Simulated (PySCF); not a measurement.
F3Sc, charge +1, doublet, at a GFN2-xTB geometry (such geometries of metal compounds can be far from the true shape) (the multiplicity is a formal guess); CASSCF(5,7)/6-31G run with PySCF.

Input for PySCF:
```python
from pyscf import gto, scf, mcscf
import numpy

mol = gto.M(
    atom='''
Sc    0.000000    0.000000    0.000000
F    -1.527487   -0.969169    0.079509
F    -0.023531    1.671572   -0.695788
F     1.551018   -0.702403    0.616279
''',
    basis='6-31g',
    charge=1,
    spin=1,
    verbose=4,
)

mf = scf.ROHF(mol)
mf.kernel()
mc = mcscf.CASSCF(mf, 7, 5)
mc.fix_spin_(ss=0.75)
mc.kernel()
occ = numpy.linalg.eigvalsh(mc.fcisolver.make_rdm1(mc.ci, mc.ncas, mc.nelecas))[::-1]
ss = mc.fcisolver.spin_square(mc.ci, mc.ncas, mc.nelecas)[0]
print('natural occupations', occ.round(4), ' <S^2>', round(ss, 4))
```

Output, abridged:

```
PySCF version 2.14.0

[INPUT] verbose = 4
[INPUT] num. atoms = 4
[INPUT] num. electrons = 47
[INPUT] charge = 1
[INPUT] spin (= nelec alpha-beta = 2S) = 1
[INPUT] symmetry False subgroup None
[INPUT] Mole.unit = angstrom
[INPUT] Symbol           X                Y                Z      unit          X                Y                Z       unit  Magmom
[...]
nuclear repulsion = 206.701274695773
number of shells = 26
number of NR pGTOs = 156
number of NR cGTOs = 54
basis = 6-31g
ecp = {}

******** <class 'pyscf.scf.rohf.ROHF'> ********
method = ROHF
initial guess = minao
damping factor = 0
level_shift factor = 0
DIIS = <class 'pyscf.scf.diis.CDIIS'>
diis_start_cycle = 1
diis_space = 8
diis_damp = 0
SCF conv_tol = 1e-09
SCF conv_tol_grad = None
SCF max_cycles = 50
direct_scf = True
direct_scf_tol = 1e-13
num. doubly occ = 23  num. singly occ = 1
Set gradient conv threshold to 3.16228e-05
init E= -1057.6984180597
[...]
cycle= 1 E= -1057.6135407752  delta_E= 0.0849  |g|= 0.486  |ddm|= 1.45
[...]
cycle= 2 E= -1057.66015906344  delta_E= -0.0466  |g|= 0.318  |ddm|= 0.356
[...]
cycle= 3 E= -1057.67648403036  delta_E= -0.0163  |g|= 0.0314  |ddm|= 0.127
[...]
cycle= 4 E= -1057.67707593442  delta_E= -0.000592  |g|= 0.00647  |ddm|= 0.0393
[...]
cycle= 5 E= -1057.677101256  delta_E= -2.53e-05  |g|= 0.00117  |ddm|= 0.00837
[...]
cycle= 6 E= -1057.67710232461  delta_E= -1.07e-06  |g|= 0.000288  |ddm|= 0.0015
[...]
cycle= 7 E= -1057.677102384  delta_E= -5.94e-08  |g|= 0.000202  |ddm|= 0.000368
[...]
cycle= 8 E= -1057.67710239912  delta_E= -1.51e-08  |g|= 0.000102  |ddm|= 0.000104
[...]
cycle= 9 E= -1057.67710247104  delta_E= -7.19e-08  |g|= 0.000464  |ddm|= 0.000524
[...]
cycle= 10 E= -1057.67710238607  delta_E= 8.5e-08  |g|= 0.000118  |ddm|= 0.000658
[...]
cycle= 11 E= -1057.67710238095  delta_E= 5.12e-09  |g|= 1.8e-06  |ddm|= 0.000211
[...]
cycle= 12 E= -1057.67710238095  delta_E= -5e-12  |g|= 6.45e-07  |ddm|= 2.11e-06
[...]
Extra cycle  E= -1057.67710238095  delta_E= -1.59e-12  |g|= 9.24e-07  |ddm|= 1.29e-06
converged SCF energy = -1057.67710238095

******** <class 'pyscf.mcscf.mc1step.CASSCF'> ********
CAS (3e+2e, 7o), ncore = 21, nvir = 26
max_cycle_macro = 50
max_cycle_micro = 4
conv_tol = 1e-07
conv_tol_grad = None
orbital rotation max_stepsize = 0.02
orbital rotation threshold for CI restart = 0.01
augmented hessian ah_max_cycle = 30
augmented hessian ah_conv_tol = 1e-12
augmented hessian ah_linear dependence = 1e-14
augmented hessian ah_level shift = 1e-08
augmented hessian ah_start_tol = 2.5
augmented hessian ah_start_cycle = 3
augmented hessian ah_grad_trust_region = 3
kf_trust_region = 3
kf_interval = 4
ci_response_space = 4
ci_grad_trust_region = 3
with_dep4 0
natorb = False
canonicalization = True
sorting_mo_energy = False
ao2mo_level = 2
internal_rotation = False
******** <class 'pyscf.fci.addons.SpinPenaltyFCISolver'> ********
max. cycles = 50
conv_tol = 1e-08
davidson only = True
linear dependence = 1e-12
level shift = 0.001
max iter space = 12
nroots = 1
pspace_size = 400
spin = None
CASCI E = -1057.67757689458  S^2 = 0.7500000
Set conv_tol_grad to 0.000316228
macro iter   1 ( 21 JK    4 micro), CASSCF E = -1057.67798633975  dE = -4.09445166e-04  S^2 = 0.7500000
               |grad[o]|=0.00479  |grad[c]|=0.0096  |ddm|=0.004  |maxRot[o]|=0.0655
macro iter   2 ( 21 JK    4 micro), CASSCF E = -1057.67817160125  dE = -1.85261498e-04  S^2 = 0.7500000
               |grad[o]|=0.00508  |grad[c]|=0.00865  |ddm|=0.0032  |maxRot[o]|=0.0295
macro iter   3 ( 21 JK    4 micro), CASSCF E = -1057.67956213888  dE = -1.39053764e-03  S^2 = 0.7500000
               |grad[o]|=0.00465  |grad[c]|=0.00753  |ddm|=0.00862  |maxRot[o]|=0.163
macro iter   4 ( 21 JK    4 micro), CASSCF E = -1057.68855705694  dE = -8.99491805e-03  S^2 = 0.7500000
               |grad[o]|=0.0378  |grad[c]|=0.0273  |ddm|=0.0856  |maxRot[o]|=0.309
macro iter   5 ( 21 JK    4 micro), CASSCF E = -1057.75022808861  dE = -6.16710317e-02  S^2 = 0.7500000
               |grad[o]|=0.292  |grad[c]|=0.049  |ddm|=0.578  |maxRot[o]|=0.171
macro iter   6 ( 21 JK    4 micro), CASSCF E = -1057.76257100119  dE = -1.23429126e-02  S^2 = 0.7500000
               |grad[o]|=0.158  |grad[c]|=0.0154  |ddm|=0.0423  |maxRot[o]|=0.264
macro iter   7 ( 21 JK    4 micro), CASSCF E = -1057.76721350122  dE = -4.64250003e-03  S^2 = 0.7500000
               |grad[o]|=0.0604  |grad[c]|=0.0401  |ddm|=0.00954  |maxRot[o]|=0.183
macro iter   8 ( 21 JK    4 micro), CASSCF E = -1057.76932442334  dE = -2.11092212e-03  S^2 = 0.7500000
               |grad[o]|=0.0217  |grad[c]|=0.0251  |ddm|=0.00672  |maxRot[o]|=0.192
macro iter   9 ( 21 JK    4 micro), CASSCF E = -1057.77479991110  dE = -5.47548777e-03  S^2 = 0.7500000
               |grad[o]|=0.0101  |grad[c]|=0.018  |ddm|=0.00599  |maxRot[o]|=0.304
macro iter  10 ( 21 JK    4 micro), CASSCF E = -1057.77749751414  dE = -2.69760304e-03  S^2 = 0.7500000
               |grad[o]|=0.00827  |grad[c]|=0.00622  |ddm|=0.00379  |maxRot[o]|=0.259
macro iter  11 ( 21 JK    4 micro), CASSCF E = -1057.77980181821  dE = -2.30430407e-03  S^2 = 0.7500000
               |grad[o]|=0.00293  |grad[c]|=0.0203  |ddm|=0.0252  |maxRot[o]|=0.259
macro iter  12 ( 21 JK    4 micro), CASSCF E = -1057.78667739995  dE = -6.87558174e-03  S^2 = 0.7500000
               |grad[o]|=0.00921  |grad[c]|=0.119  |ddm|=0.0269  |maxRot[o]|=0.238
macro iter  13 ( 21 JK    4 micro), CASSCF E = -1057.78885911629  dE = -2.18171634e-03  S^2 = 0.7500000
               |grad[o]|=0.017  |grad[c]|=0.00978  |ddm|=0.00985  |maxRot[o]|=0.185
macro iter  14 ( 12 JK    3 micro), CASSCF E = -1057.79055255360  dE = -1.69343731e-03  S^2 = 0.7500000
               |grad[o]|=0.00986  |grad[c]|=0.0548  |ddm|=0.0271  |maxRot[o]|=0.149
macro iter  15 ( 12 JK    3 micro), CASSCF E = -1057.79179515031  dE = -1.24259671e-03  S^2 = 0.7500000
               |grad[o]|=0.00876  |grad[c]|=0.0591  |ddm|=0.0294  |maxRot[o]|=0.148
[...]
macro iter  22 (  7 JK    2 micro), CASSCF E = -1057.79310203148  dE = -2.81620298e-04  S^2 = 0.7500000
               |grad[o]|=0.00274  |grad[c]|=0.0336  |ddm|=0.0157  |maxRot[o]|=0.0697
macro iter  23 (  7 JK    2 micro), CASSCF E = -1057.79338395146  dE = -2.81919981e-04  S^2 = 0.7500000
               |grad[o]|=0.00289  |grad[c]|=0.0365  |ddm|=0.0153  |maxRot[o]|=0.0697
macro iter  24 (  7 JK    2 micro), CASSCF E = -1057.79363903704  dE = -2.55085583e-04  S^2 = 0.7500000
               |grad[o]|=0.00289  |grad[c]|=0.0335  |ddm|=0.0126  |maxRot[o]|=0.0698
macro iter  25 (  7 JK    2 micro), CASSCF E = -1057.79386527253  dE = -2.26235493e-04  S^2 = 0.7500000
               |grad[o]|=0.00303  |grad[c]|=0.0324  |ddm|=0.0116  |maxRot[o]|=0.0698
macro iter  26 (  7 JK    2 micro), CASSCF E = -1057.79406097893  dE = -1.95706394e-04  S^2 = 0.7500000
               |grad[o]|=0.0032  |grad[c]|=0.0305  |ddm|=0.0107  |maxRot[o]|=0.0698
macro iter  27 (  7 JK    2 micro), CASSCF E = -1057.79424886829  dE = -1.87889366e-04  S^2 = 0.7500000
               |grad[o]|=0.00363  |grad[c]|=0.0298  |ddm|=0.0103  |maxRot[o]|=0.0698
macro iter  28 (  7 JK    2 micro), CASSCF E = -1057.79443233864  dE = -1.83470347e-04  S^2 = 0.7500000
               |grad[o]|=0.0042  |grad[c]|=0.0288  |ddm|=0.0101  |maxRot[o]|=0.0698
macro iter  29 ( 17 JK    4 micro), CASSCF E = -1057.79463516851  dE = -2.02829871e-04  S^2 = 0.7500000
               |grad[o]|=0.00479  |grad[c]|=0.0373  |ddm|=0.0153  |maxRot[o]|=0.0698
macro iter  30 ( 21 JK    4 micro), CASSCF E = -1057.79461325574  dE =  2.19127712e-05  S^2 = 0.7500000
               |grad[o]|=0.00513  |grad[c]|=0.0336  |ddm|=0.0145  |maxRot[o]|=0.0276
macro iter  31 ( 21 JK    4 micro), CASSCF E = -1057.79478080157  dE = -1.67545826e-04  S^2 = 0.7500000
               |grad[o]|=0.0049  |grad[c]|=0.00405  |ddm|=0.00126  |maxRot[o]|=0.0478
macro iter  32 ( 21 JK    4 micro), CASSCF E = -1057.79479751564  dE = -1.67140754e-05  S^2 = 0.7500000
               |grad[o]|=0.0043  |grad[c]|=0.0106  |ddm|=0.00393  |maxRot[o]|=0.0101
macro iter  33 ( 21 JK    4 micro), CASSCF E = -1057.79479870785  dE = -1.19220863e-06  S^2 = 0.7500000
               |grad[o]|=0.00343  |grad[c]|=0.0169  |ddm|=0.00734  |maxRot[o]|=0.00455
macro iter  34 ( 17 JK    4 micro), CASSCF E = -1057.79494559364  dE = -1.46885790e-04  S^2 = 0.7500000
               |grad[o]|=0.00321  |grad[c]|=0.0226  |ddm|=0.0103  |maxRot[o]|=0.0606
macro iter  35 (  7 JK    2 micro), CASSCF E = -1057.79505206510  dE = -1.06471460e-04  S^2 = 0.7500000
               |grad[o]|=0.00345  |grad[c]|=0.0185  |ddm|=0.00871  |maxRot[o]|=0.0647
macro iter  36 ( 19 JK    4 micro), CASSCF E = -1057.79500678423  dE =  4.52808670e-05  S^2 = 0.7500000
               |grad[o]|=0.00349  |grad[c]|=0.00888  |ddm|=0.00444  |maxRot[o]|=0.0403
macro iter  37 ( 21 JK    4 micro), CASSCF E = -1057.79503523386  dE = -2.84496248e-05  S^2 = 0.7500000
               |grad[o]|=0.00336  |grad[c]|=0.0026  |ddm|=0.00113  |maxRot[o]|=0.0116
macro iter  38 ( 21 JK    4 micro), CASSCF E = -1057.79504507780  dE = -9.84394228e-06  S^2 = 0.7500000
               |grad[o]|=0.00203  |grad[c]|=0.0106  |ddm|=0.00397  |maxRot[o]|=0.0101
macro iter  39 (  7 JK    2 micro), CASSCF E = -1057.79508618343  dE = -4.11056321e-05  S^2 = 0.7500000
               |grad[o]|=0.00172  |grad[c]|=0.0127  |ddm|=0.00583  |maxRot[o]|=0.0512
macro iter  40 ( 21 JK    4 micro), CASSCF E = -1057.79505218713  dE =  3.39963030e-05  S^2 = 0.7500000
               |grad[o]|=0.00163  |grad[c]|=0.00581  |ddm|=0.00404  |maxRot[o]|=0.0438
macro iter  41 ( 21 JK    4 micro), CASSCF E = -1057.79506617654  dE = -1.39894128e-05  S^2 = 0.7500000
               |grad[o]|=0.00223  |grad[c]|=0.00211  |ddm|=0.000696  |maxRot[o]|=0.014
macro iter  42 (  7 JK    2 micro), CASSCF E = -1057.79509122554  dE = -2.50490016e-05  S^2 = 0.7500000
               |grad[o]|=0.00134  |grad[c]|=0.00946  |ddm|=0.00392  |maxRot[o]|=0.0354
macro iter  43 ( 21 JK    4 micro), CASSCF E = -1057.79506714492  dE =  2.40806244e-05  S^2 = 0.7500000
               |grad[o]|=0.0014  |grad[c]|=0.00716  |ddm|=0.00441  |maxRot[o]|=0.0286
macro iter  44 ( 21 JK    4 micro), CASSCF E = -1057.79508038598  dE = -1.32410607e-05  S^2 = 0.7500000
               |grad[o]|=0.00179  |grad[c]|=0.0025  |ddm|=0.000561  |maxRot[o]|=0.00821
macro iter  45 (  7 JK    2 micro), CASSCF E = -1057.79510040531  dE = -2.00193342e-05  S^2 = 0.7500000
               |grad[o]|=0.00119  |grad[c]|=0.00729  |ddm|=0.00307  |maxRot[o]|=0.0323
macro iter  46 ( 18 JK    4 micro), CASSCF E = -1057.79509050188  dE =  9.90343619e-06  S^2 = 0.7500000
               |grad[o]|=0.0012  |grad[c]|=0.00225  |ddm|=0.00096  |maxRot[o]|=0.0216
macro iter  47 ( 21 JK    4 micro), CASSCF E = -1057.79510468633  dE = -1.41844571e-05  S^2 = 0.7500000
               |grad[o]|=0.000882  |grad[c]|=0.0012  |ddm|=0.000982  |maxRot[o]|=0.0229
macro iter  48 ( 24 JK    4 micro), CASSCF E = -1057.79510985551  dE = -5.16917953e-06  S^2 = 0.7500000
               |grad[o]|=0.00062  |grad[c]|=0.000658  |ddm|=0.000797  |maxRot[o]|=0.0135
macro iter  49 ( 28 JK    4 micro), CASSCF E = -1057.79511152482  dE = -1.66930590e-06  S^2 = 0.7500000
               |grad[o]|=0.00039  |grad[c]|=0.000364  |ddm|=0.000697  |maxRot[o]|=0.00859
macro iter  50 ( 28 JK    4 micro), CASSCF E = -1057.79511198880  dE = -4.63977813e-07  S^2 = 0.7500000
               |grad[o]|=0.000235  |grad[c]|=0.00029  |ddm|=0.000553  |maxRot[o]|=0.00971
1-step CASSCF not converged,  50 macro (855 JK 173 micro) steps
CASSCF canonicalization
Density matrix diagonal elements [1.94510129 1.38559653 1.63415079 0.01466872 0.01296889 0.00325926
 0.00425451]
CASSCF energy = -1057.79511198880
CASCI E = -1057.79511198880  E(CI) = -10.0683504395370  S^2 = 0.7500000
natural occupations [1.9898e+00 1.9834e+00 9.9780e-01 1.6000e-02 9.7000e-03 3.1000e-03
 3.0000e-04]  <S^2> 0.75
```

Convergence was not reached.
